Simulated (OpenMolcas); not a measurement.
W5+ among 6 point charges of -1.7 e arranged as a trigonal antiprism (D3d), 2.07 Å from the ion, with a polar angle of 52.0° against the regular 54.74°.

```
Program             : OpenMolcas
Method              : CASSCF
Basis               : ANO-RCC-VDZP [7s6p4d2f1g]
Scalar Hamiltonian  : DKH2, point nucleus
Active space        : 1 electron in 5 orbitals (5d)
State averaging     : 2S+1 = 2 even, 5 roots
Spin-orbit coupling : state interaction with AMFI integrals over the reference wave functions
```

(1) What is the spin-free ground state (labels of D3, the rotations of D3d)?

(2) Where is the first state of the same spin?

(3) What are the lowest two levels with spin-orbit coupling?

(4) What is χT at 300 K, and how does it compare with the textbook value?

Results:

(1) 2E, 2-fold in its orbital part, 100 % from free-ion D terms; it has the highest spin that d1 allows.

(2) 2A1 at 2760 cm-1 above the ground state.

(3) A 2-fold level E3/2 with g = 0.00, 0.00, 1.77, then a 2-fold level E1/2 2650 cm-1 above it. Their leading multiplicities are 2 (100 %) and 2 (100 %).

(4) The lowest level has 2S+1 = 2, for which the spin-only value is χT = S(S+1) / 2 = 0.375 cm3 K/mol (g = 2). The computed 0.122 at 300 K differs by -0.253, through orbital momentum, spin-orbit coupling and any other state in reach.

An orbital doublet at a regular site is open to a Jahn-Teller distortion, which this geometry leaves out. Point charges carry no covalency, so the field is a model and not that of real ligands. No measured value stands beside these numbers.
